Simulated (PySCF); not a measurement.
**Electron correlation in Mn²⁺ (manganese, charge +2)**

[Ar] 3d4 4s1, high-spin 6D determinant (an excited configuration). All numbers are calculated (PySCF 2.14, the non-relativistic Hamiltonian (point nucleus), in def2-TZVPPD). Frozen: [Ne]; 13 electrons correlated.

| level | correlation energy (mhartree) |
| --- | --- |
| CCSD | -366.37 |
| (T) | -6.58 |
| CCSD(T) | -372.95 |

Diagnostics: T1 = 0.0058, D1 = 0.0197, largest double amplitude 0.027.

Cost of the coupled-cluster step: roughly 8 core-seconds, for 13 correlated electrons.

This basis was not built for core-valence correlation, so the inner-shell part is incomplete.
